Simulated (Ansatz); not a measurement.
Ansatz (a quantum-chemistry and plane-wave program) input (CCSD(T)/def2-SVPD):

Ansatz 0.2 input:
```yaml
crystal:
  periodic: [false, false, false]
  atoms:
    - {symbol: Ca, position_ang: [-0.00000000, -0.00000000, -1.12308380]}
    - {symbol: Cl, position_ang: [0.00000000, 0.00000000, 1.32127506]}
basis:
  gaussian:
    orbitals: def2-SVPD
magnetization: {spin_polarized: true, initial_magnetization: 1}
correlation: {method: ccsd_t, electrons: outside_noble_gas}
output: {forces: true}
```

End of the output:

```
cycle   4  -4.60011836 eV  change   -4.2e-4 eV  update   8.4e-4
cycle   5  -4.60017071 eV  change   -5.2e-5 eV  update   4.1e-4
cycle   6  -4.60019547 eV  change   -2.5e-5 eV  update   1.7e-4
cycle   7  -4.60019724 eV  change   -1.8e-6 eV  update   6.6e-5
cycle   8  -4.60019760 eV  change   -3.5e-7 eV  update   2.3e-5
cycle   9  -4.60020007 eV  change   -2.5e-6 eV  update   7.6e-6
cycle  10  -4.60020041 eV  change   -3.4e-7 eV  update   2.5e-6
cycle  11  -4.60020042 eV  change   -5.4e-9 eV  update   1.0e-6
cycle  12  -4.60020033 eV  change    8.6e-8 eV  update   3.6e-7
perturbative correction -0.11066772 eV, -0.0040669637 hartree
the calculation of the forces begins
Total energy: -30920.24942091 eV, -1136.2982077206 hartree
Atom 0 at    -0.000000    -0.000000    -1.123084 Å, force     0.000000    -0.000000    -0.796356 eV/Å
Atom 1 at     0.000000     0.000000     1.321275 Å, force     0.000000    -0.000000     0.796356 eV/Å
Dipole moment:     0.000000    -0.000000    -0.814387 e Å
```
